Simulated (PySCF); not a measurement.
Bond length, frequency and bond energy of SmCl by level of theory

State: octet, about 6.0 electrons in the 4f shell (Mulliken), real f orbitals that mix terms. Set-up: basis Sm x2c-SVPall, Cl x2c-SVPall; spin-free X2C with a Gaussian nucleus; PySCF 2.14. De refers to Sm (4f6 6s2) + Cl in their high-spin ground configurations, without counterpoise correction. The functionals are run spin-unrestricted. A positive dipole means Sm(−)Cl(+).

| Level | Re (Å) | ωe (cm⁻¹) | De (eV) | μ (D) | CPU s a point (SCF and correlation, without the integrals) |
| --- | --- | --- | --- | --- | --- |
| UHF | 2.644 | 287 | n/a | -5.12 | 2 |
| UHF-MP2 | 2.526 | 321 | n/a | n/a | 4.2 |
| UHF-SCS-MP2 | 2.551 | 313 | n/a | n/a | n/a |
| LDA | 2.496 | 321 | 5.20 | -4.10 | 3.7 |
| PBE | 2.545 | 302 | 4.77 | -4.33 | 5.4 |
| TPSS | 2.553 | 303 | 4.88 | -4.43 | 6.9 |
| r²SCAN | 2.554 | 303 | 5.09 | -4.71 | 6.5 |
| PBE0 | 2.554 | 303 | 4.69 | -4.65 | 7.7 |

(1) What does a quarter of exact exchange do here, going from PBE to PBE0?

(2) What does the gradient correction do here, going from LDA to PBE?

Correlated steps freeze 23 core orbitals. These are scalar-relativistic numbers at best; spin–orbit coupling would shift them, the dissociation energy most. Counting both spins, an empty level lies below a filled one in some of these solutions, because spin and occupation are held. With d or f electrons several states lie close, and the lowest PBE0 determinant need not be the measured ground state.

The whole job (state search and all levels along the bond) took about 8.4 min on 2 threads of Arm Neoverse V2 (shared host), peak memory 2.9 GiB.

Results:

(1) PBE0 less PBE: +0.9 pm in Re, +0.3 % in ωe, -0.08 eV in De. Exact exchange removes part of the self-interaction that spreads semilocal densities, and in most molecules shortens and stiffens the bond and lowers De; here Re goes the other way.

(2) PBE less LDA: +4.9 pm in Re, -5.9 % in ωe, -0.43 eV in De. The gradient correction favours the more uneven density of free atoms, so it tends to lengthen bonds and takes away much of the overbinding of LDA; so it does here.
